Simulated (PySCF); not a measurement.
Give a PBE0-D3(BJ)/def2-SVP geometry of InChI=1S/C3H6ClFSi/c1-3(5)6-2-4/h1-2,6H2.

```
atom  x, y, z in Å
C1     2.263    0.529   -0.089
C2     0.974    0.724   -0.362
F3     0.512    1.981   -0.537
Si4   -0.368   -0.592   -0.531
C5    -1.724   -0.217    0.730
Cl6   -3.052   -1.406    0.560
H7     2.641   -0.484    0.059
H8     2.961    1.367   -0.010
H9    -0.957   -0.542   -1.899
H10    0.242   -1.924   -0.264
H11   -2.139    0.790    0.575
H12   -1.344   -0.273    1.760
```

Orientation and origin are arbitrary. Atoms count from 1 in this order. Si4 (SiH2 silicon) is tetrahedral (angles from 108.2° to 110.9°).

Bonds between heavy atoms (Å): C1=C2 1.332, C2–F3 1.350, C2–Si4 1.887, Si4–C5 1.890, C5–Cl6 1.790.

Theory: PySCF, PBE0-D3(BJ)/def2-SVP geometry optimisation, gas phase.

Point group: C1 (no symmetry element, even within 0.4 Å). Not checked by PBE0-D3(BJ)/def2-SVP frequencies. One conformer, not necessarily the lowest (C1–C2–Si4–C5 122°, C2–Si4–C5–Cl6 178°).

Time: 54 s wall; peak memory 0.50 GiB. Hardware: one thread of an Arm Neoverse V1, no GPU, shared host with 32 logical CPUs at a one-minute load of 15. This is the geometry optimisation.
